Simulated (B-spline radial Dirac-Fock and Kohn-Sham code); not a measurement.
Z = 80 (mercury), transition energy 92.7 keV. Model: a Dirac-Hartree-Slater potential of the neutral atom with a Latter tail (no hole, which puts coefficients of high multipoles low close above an edge), finite nucleus with surface currents. Program: a radial atomic solver. Subshells that would emit electrons below 1 keV are left out.

Problem. A pure transition shows α(K) = 0.609, L1/L2 = 0.0440 and L1/L3 = 0.0524. What is its multipolarity?
A. E3
B. E1
C. E4
D. E2
E. M4
F. M2
G. M3
H. M1

Solution. D. For comparison, α(K), L1/L2, L1/L3 are E1 0.406, 2.44, 2.35; E3 0.490, 0.0300, 0.0406; E4 0.335, 0.0326, 0.0467; M1 8.14, 9.61, 106; M2 57.3, 8.72, 3.88; M3 114, 6.61, 0.646; M4 124, 5.22, 0.260.

Values without a named source are computed, but for edge energies of neutral atoms, which are taken from tables.
